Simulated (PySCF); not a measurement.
**Ca+ (calcium, charge +1) across methods**

[Ar] 4p1, 2P determinant (an excited configuration). Computed with PySCF 2.14 in aug-cc-pwCVQZ-X2C (11s10p8d6f3g, 150 functions), with the spin-free X2C one-electron Hamiltonian (Gaussian nucleus).

| method | E (hartree) | mean ε 3p α (eV) | mean ε 3p β (eV) | mean ε 4p α (eV) | Σ⟨r²⟩ (bohr²) | ⟨S²⟩ |
| --- | --- | --- | --- | --- | --- | --- |
| r2SCAN | -680.098 | -36.820 | -36.771 | -6.994 | 36.66 | 0.750 |
| LDA | -678.264 | -36.099 | -36.020 | -6.959 | 36.20 | 0.750 |
| UHF | -679.34036 | -44.396 | -44.257 | -8.436 | 38.65 | 0.750 |
| PBE | -679.920 | -36.049 | -35.971 | -7.024 | 36.35 | 0.750 |
| PBE0 | -679.960 | -38.431 | -38.340 | -7.473 | 36.70 | 0.750 |
